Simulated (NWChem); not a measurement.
# CH$_{3}$Cl$_{3}$Sn; SMILES [Cl][Sn]([CH3])([Cl])[Cl]

Computed with NWChem. Geometry: optimised at PBE0/def2-SVP. Not confirmed as a minimum by frequencies. def2 effective core potentials on Sn; no spin-orbit coupling.

Task: Estimate the computed values for B3LYP/def2-TZVP. Quantities: highest occupied level (eV); orbital gap (eV); dipole (D).

Result: The highest occupied level (eV) is -8.83 and the orbital gap (eV) comes out as 6.27. The dipole (D) is 3.50.
